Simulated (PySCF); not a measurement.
PySCF job for I3In, SMILES [I][In]([I])[I] (connectivity only; charge and spin as stated), charge +1, multiplicity 2, TDA-B3LYP/def2-SVPD. Geometry: B3LYP-D3(BJ)/def2-SVP. The spin state was assumed, not searched. The isomer is the one that the SMILES or the coordinates give; other isomers of the formula were not compared. The def2 effective core potentials stand for the cores of I, In; spin–orbit coupling is left out.

```python
import numpy as np
from pyscf import gto, scf, dft, tdscf

mol = gto.M(
    atom='''
    In   -0.00000000    0.00000000    0.40646264
    I     0.00000000    1.77853877   -1.69602611
    I     0.00000000   -0.00000000    3.01626600
    I     0.00000000   -1.77853877   -1.69602611
    ''',
    basis='def2-SVPD',
    ecp={'I': 'def2-svp', 'In': 'def2-svp'},
    charge=1,
    spin=1,
    max_memory=1600,
    verbose=4,
)
mf = dft.UKS(mol, xc='b3lyp').density_fit(auxbasis='def2-universal-jkfit')
mf.grids.level = 3
mf.conv_tol = 1e-9
mf.max_cycle = 100
mf.kernel()
fine, coarse = mf.grids, dft.Grids(mol).set(level=1).build(with_non0tab=True)
for _ in range(3):  # follow internal instabilities
    mf.grids = coarse
    mo, _, stable, _ = mf.stability(return_status=True, nroots=4)
    mf.grids = fine
    if stable:
        break
    mf.kernel(mf.make_rdm1(mo, mf.mo_occ))
mf.grids = dft.Grids(mol).set(level=1).build(with_non0tab=True)  # coarser grid for the response kernel
td = tdscf.TDA(mf)
td.nstates = 10
td.conv_tol = 1e-4
td.positive_eig_threshold = 1e-6
td.kernel(x0=td.get_init_guess(mf, 15))
td.analyze(verbose=3)
```

Log of the run:

```
PySCF version 2.14.0

[INPUT] verbose = 4
[INPUT] num. atoms = 4
[INPUT] num. electrons = 95
[INPUT] charge = 1
[INPUT] spin (= nelec alpha-beta = 2S) = 1
[INPUT] symmetry False subgroup None
[INPUT] Mole.unit = angstrom
[INPUT] Symbol           X                Y                Z      unit          X                Y                Z       unit  Magmom
[INPUT]  1 In     0.000000000000   0.000000000000   0.406462640000 AA    0.000000000000   0.000000000000   0.768103069468 Bohr   0.0
[INPUT]  2 I      0.000000000000   1.778538770000  -1.696026110000 AA    0.000000000000   3.360951177221  -3.205024848011 Bohr   0.0
[INPUT]  3 I      0.000000000000   0.000000000000   3.016266000000 AA    0.000000000000   0.000000000000   5.699916658837 Bohr   0.0
[INPUT]  4 I      0.000000000000  -1.778538770000  -1.696026110000 AA    0.000000000000  -3.360951177221  -3.205024848011 Bohr   0.0

nuclear repulsion = 532.52767226954
number of shells = 51
number of NR pGTOs = 277
number of NR cGTOs = 137
basis = def2-SVPD
ecp = {'I': 'def2-svp', 'In': 'def2-svp'}


[settings echo left out]
init E= -966.188005338982
  alpha nocc = 48  HOMO = -1.83598798413213  LUMO = -1.77974496274886
  beta  nocc = 47  HOMO = -1.83765022126246  LUMO = -1.83598798413213

WARN: HOMO -1.83598798413213 >= LUMO -1.83598798413213

cycle= 1 E= -1079.42905751076  delta_E= -113  |g|= 3.53  |ddm|= 14.4
  alpha nocc = 48  HOMO = -0.115731865720833  LUMO = -0.105512740672939
  beta  nocc = 47  HOMO = -0.124999283399116  LUMO = -0.107822073320506
  HOMO = -0.115731865721  LUMO = -0.107822073321  gap/eV = 0.21524
cycle= 2 E= -1071.57187202495  delta_E= 7.86  |g|= 3.36  |ddm|= 12.6
  alpha nocc = 48  HOMO = -0.458574488554411  LUMO = -0.426189538961563
  beta  nocc = 47  HOMO = -0.478604212890324  LUMO = -0.455337952184785
  HOMO = -0.458574488554  LUMO = -0.455337952185  gap/eV = 0.08807
cycle= 3 E= -1069.02516908558  delta_E= 2.55  |g|= 2.77  |ddm|=   10
  alpha nocc = 48  HOMO = -0.510471208942777  LUMO = -0.424533462080963
  beta  nocc = 47  HOMO = -0.535085436354088  LUMO = -0.508495645489068
  HOMO = -0.510471208943  LUMO = -0.508495645489  gap/eV = 0.05376
cycle= 4 E= -1083.21662542714  delta_E= -14.2  |g|= 0.516  |ddm|= 5.48
  alpha nocc = 48  HOMO = -0.379307168344873  LUMO = -0.295773916498268
  beta  nocc = 47  HOMO = -0.379039428170776  LUMO = -0.364616396089669
  HOMO = -0.379039428171  LUMO = -0.36461639609  gap/eV = 0.39247
cycle= 5 E= -1083.2735977234  delta_E= -0.057  |g|= 0.462  |ddm|= 1.85
  alpha nocc = 48  HOMO = -0.434527325523838  LUMO = -0.284097651087346
  beta  nocc = 47  HOMO = -0.43041487695183  LUMO = -0.361143586781782
  HOMO = -0.430414876952  LUMO = -0.361143586782  gap/eV = 1.88497
cycle= 6 E= -1083.39255432509  delta_E= -0.119  |g|= 0.16  |ddm|= 0.953
  alpha nocc = 48  HOMO = -0.437667942736408  LUMO = -0.304863560896852
  beta  nocc = 47  HOMO = -0.437183753454954  LUMO = -0.378210587265416
  HOMO = -0.437183753455  LUMO = -0.378210587265  gap/eV = 1.60474
cycle= 7 E= -1083.41252761751  delta_E= -0.02  |g|= 0.0255  |ddm|= 0.293
  alpha nocc = 48  HOMO = -0.441732432104998  LUMO = -0.30598233391716
  beta  nocc = 47  HOMO = -0.441250056256197  LUMO = -0.377924076229621
  HOMO = -0.441250056256  LUMO = -0.37792407623  gap/eV = 1.72319
cycle= 8 E= -1083.4130270591  delta_E= -0.000499  |g|= 0.00568  |ddm|= 0.0435
  alpha nocc = 48  HOMO = -0.442131143122755  LUMO = -0.30593672188501
  beta  nocc = 47  HOMO = -0.441677674503705  LUMO = -0.377958776555521
  HOMO = -0.441677674504  LUMO = -0.377958776556  gap/eV = 1.73388
cycle= 9 E= -1083.4130462625  delta_E= -1.92e-05  |g|= 0.00101  |ddm|= 0.00912
  alpha nocc = 48  HOMO = -0.441786052534643  LUMO = -0.305789287757
  beta  nocc = 47  HOMO = -0.441360727804559  LUMO = -0.378059798813707
  HOMO = -0.441360727805  LUMO = -0.378059798814  gap/eV = 1.72251
cycle= 10 E= -1083.41304733861  delta_E= -1.08e-06  |g|= 0.000371  |ddm|= 0.00278
  alpha nocc = 48  HOMO = -0.441795359716181  LUMO = -0.305796666941297
  beta  nocc = 47  HOMO = -0.441378407359988  LUMO = -0.37801007263649
  HOMO = -0.44137840736  LUMO = -0.378010072636  gap/eV = 1.72434
cycle= 11 E= -1083.41304744311  delta_E= -1.05e-07  |g|= 0.000127  |ddm|= 0.000807
  alpha nocc = 48  HOMO = -0.441806817249622  LUMO = -0.305796459792997
  beta  nocc = 47  HOMO = -0.441393819537045  LUMO = -0.377983400209987
  HOMO = -0.441393819537  LUMO = -0.37798340021  gap/eV = 1.72549
cycle= 12 E= -1083.41304745852  delta_E= -1.54e-08  |g|= 5.19e-05  |ddm|= 0.000307
  alpha nocc = 48  HOMO = -0.441803048942066  LUMO = -0.305799464666443
  beta  nocc = 47  HOMO = -0.441393240618389  LUMO = -0.377988359291753
  HOMO = -0.441393240618  LUMO = -0.377988359292  gap/eV = 1.72533
cycle= 13 E= -1083.41304746242  delta_E= -3.9e-09  |g|= 1.32e-05  |ddm|= 0.000171
  alpha nocc = 48  HOMO = -0.441799544554022  LUMO = -0.305799650460041
  beta  nocc = 47  HOMO = -0.44139097838631  LUMO = -0.377990507695079
  HOMO = -0.441390978386  LUMO = -0.377990507695  gap/eV = 1.72521
cycle= 14 E= -1083.41304746286  delta_E= -4.45e-10  |g|= 6.9e-06  |ddm|= 7.29e-05
  alpha nocc = 48  HOMO = -0.441802128095983  LUMO = -0.305800270291035
  beta  nocc = 47  HOMO = -0.441393736712484  LUMO = -0.377988858076787
  HOMO = -0.441393736712  LUMO = -0.377988858077  gap/eV = 1.72533
Extra cycle  E= -1083.41304746288  delta_E= -1.5e-11  |g|= 8.43e-06  |ddm|= 3.42e-05
converged SCF energy = -1083.41304746288  <S^2> = 0.75361204  2S+1 = 2.0036088
tot grids = 32168
uhf_internal: lowest eigs of H = [0.05245923 0.07775115 0.08246115 0.10944441]
<class 'pyscf.df.df_jk.DFUKS'> wavefunction is stable in the internal stability analysis
tot grids = 32168
Overwritten attributes  positive_eig_threshold  of <class 'pyscf.tdscf.uks.TDA'>


******** <class 'pyscf.tdscf.uks.TDA'> for <class 'pyscf.df.df_jk.DFUKS'> ********
nstates = 10
deg_eia_thresh = 1.000e-03
wfnsym = None
conv_tol = 0.0001
eigh lindep = 1e-12
eigh level_shift = 0
eigh max_cycle = 100


Excitation energies (eV)
[0.68562441 1.06346626 1.11202341 1.48085963 1.87020601 1.90788184
 2.38199728 2.4853452  2.7620927  2.85209381]

** Excitation energies and oscillator strengths **
Excited State   1:      0.68562 eV   1808.34 nm  f=0.0001
Excited State   2:      1.06347 eV   1165.85 nm  f=0.0000
Excited State   3:      1.11202 eV   1114.94 nm  f=0.0000
Excited State   4:      1.48086 eV    837.24 nm  f=0.0000
Excited State   5:      1.87021 eV    662.94 nm  f=0.0556
Excited State   6:      1.90788 eV    649.85 nm  f=0.0001
Excited State   7:      2.38200 eV    520.51 nm  f=0.0000
Excited State   8:      2.48535 eV    498.86 nm  f=0.0000
Excited State   9:      2.76209 eV    448.88 nm  f=0.0000
Excited State  10:      2.85209 eV    434.71 nm  f=0.0000
```

The calculation finished and met its thresholds.
